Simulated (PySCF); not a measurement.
A structure optimised at PBE0-D3(BJ)/def2-SVP, used in a PySCF frequency run:

```
N
H 1 1.0202
C 1 1.3371 2 130.73
N 3 1.3238 1 110.67 2 180.00
C 4 1.3238 3 105.34 1 0.00
N 5 1.3371 4 110.67 3 0.00
H 6 1.0202 5 130.73 4 180.00
H 3 1.0919 4 126.63 5 180.00
H 5 1.0919 4 126.63 3 180.00
```
Charge +1, spin multiplicity 1.

Task: Write its SMILES, formula and point group.

Result: c1nc[nH+][nH]1, C2H4N3, C2v

Task: What are its rotational constants (standard atomic weights)?

Result: 9.8953, 9.5451, 4.8585 GHz
